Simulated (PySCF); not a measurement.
Cd(Br)(SiH3) (BrCdH3Si), SMILES [SiH3][Cd][Br]. Geometry: PBE0-D3(BJ)/def2-SVP. The structure was generated by enumeration; whether it is a known compound was not checked. The def2 effective core potentials stand for the cores of Cd; spin–orbit coupling is left out.

Q: Give the equilibrium geometry at PBE0-D3(BJ)/def2-SVP (PySCF confirms it by a frequency run) as bond lengths and angles, and its point group. (The exact figures need the calculation; the answer reports its results.)

A: point group C3v.
Atoms: Cd1 Br2 Si3 H4 H5 H6. Bond lengths (Å): Cd1–Br2 2.438, Cd1–Si3 2.491, Si3–H4 1.495, Si3–H5 1.495, Si3–H6 1.495. Bond angles (°): Br2–Cd1–Si3 180.0, Cd1–Si3–H4 110.5, Cd1–Si3–H5 110.5, Cd1–Si3–H6 110.5, H4–Si3–H5 108.5, H4–Si3–H6 108.5, H5–Si3–H6 108.5.
